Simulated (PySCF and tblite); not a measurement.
Values are calculated unless marked as measured or tabulated.
System: C5H5BF2O, numbered as in [CH3:1][c:2]1[cH:3][c:4]([B:5]([F:6])[F:7])[cH:8][o:9]1.

Motion: rotation about the B5–C4 bond (torsion F6–B5–C4–C3 from -180° to 0°, rising). GFN2-xTB gives an electronic barrier of 4.8 kcal/mol.

**Question.** What does PBE0/pcSseg-1 + D3(BJ) give on GFN2-xTB geometries?

**Answer.** A barrier of 7.6 kcal/mol, 2.8 above the tight-binding barrier (from unrounded values) and, with GFN2-xTB thermal terms, ΔG‡(298 K) = 8.0 kcal/mol and k = 1.7×10⁷ s⁻¹ (2 equivalent paths).

Programs: tblite and PySCF.
